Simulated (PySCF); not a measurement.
# Bromine: a sound run and one with changed settings

Sound run: Br⁺ [Ar] 3d10 4s2 4p4, Br²⁺ [Ar] 3d10 4s2 4p3. Calculation: PySCF 2.14, in def2-TZVP; the non-relativistic Hamiltonian (point nucleus). The sound run starts from symmetry-adapted Hartree-Fock orbitals and uses a fine grid where one is needed.

A second run was set up differently.

| species | method | sound run (hartree) | changed run (hartree) | converged |
| --- | --- | --- | --- | --- |
| Br⁺ | UHF | -2572.00262 | -2572.00262 | yes |
| Br⁺ | BP86 | -2573.94174 | -2573.94159 | yes |
| Br⁺ | M06-2X | -2573.72013 | -2573.72168 | yes |
| Br²⁺ | UHF | -2571.25806 | -2571.25806 | yes |
| Br²⁺ | BP86 | -2573.14858 | -2573.14858 | yes |
| Br²⁺ | M06-2X | -2572.93818 | -2572.93818 | yes |

Ionisation energy of Br⁺:

| method | sound run (eV) | changed run (eV) |
| --- | --- | --- |
| UHF | 20.261 | 20.261 |
| BP86 | 21.583 | 21.579 |
| M06-2X | 21.278 | 21.320 |

Problem. What was changed?
A. too few SCF iterations
B. all electrons correlated in a valence basis
C. angular grid far too coarse
D. minimal basis

Solution. C. It used 26 angular points. A coarse angular grid integrates products of high-l functions wrongly, so density functionals can shift, and the SCF can exploit the error; Hartree-Fock and MP2 need no grid.
